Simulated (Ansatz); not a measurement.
Consider the ligand exchange at the Si–O bond: `[CH3][AlH][O][SiH](F)F` + H–F → `F[SiH](F)F` + `[CH3][AlH][OH]`.

Gas-phase electronic energies from Ansatz, PBE0-D4/def2-TZVP geometries. CCSD(T)/CBS is the MP2 limit (def2-TZVPP, def2-QZVPP) plus CCSD(T) − MP2 in def2-TZVPP, frozen cores. This one scheme is used for every species. DFT in def2-TZVPP. B3LYP here is the variant with VWN-RPA as its local correlation; programs differ in this. One conformer a species, not always the lowest.

| level | ΔE (kcal/mol) | difference from CCSD(T)/CBS |
| --- | --- | --- |
| PBE-D4 | -2.5 | -1.4 |
| PBE0-D4 | -1.3 | -0.2 |
| B3LYP-D4 | -1.5 | -0.4 |
| ωB97M-V | -2.1 | -1.0 |
| B2PLYP | -2.6 | -1.5 |
| PBE | -3.6 | -2.5 |
| r2SCAN | -3.0 | -1.9 |
| PBE0 | -2.3 | -1.2 |
| HF/def2-TZVPP | -1.5 | -0.4 |
| SCS-MP2/def2-TZVPP | -1.8 | -0.7 |
| HF/def2-QZVPP | -1.5 | -0.4 |
| MP2/def2-QZVPP | -1.2 | -0.1 |
| SCS-MP2/def2-QZVPP | -1.6 | -0.5 |
| HF/CBS(def2) | -1.5 | -0.4 |
| MP2/CBS(def2) | -1.1 | 0.0 |
| CCSD/CBS(def2) | -1.0 | 0.1 |
| CCSD(T)/CBS | -1.1 | 0 |

Largest T1 diagnostic among the species: 0.012.

The D4 term adds +1.7 kcal/mol with B3LYP and +1.0 kcal/mol with PBE0; it sums over pairs of atoms, weighted by their polarisabilities, and B3LYP, whose exchange is more repulsive, gets the larger term. From PBE to PBE0 (25 % exact exchange), in def2-TZVPP and without D4, ΔE moves by +1.3 kcal/mol.
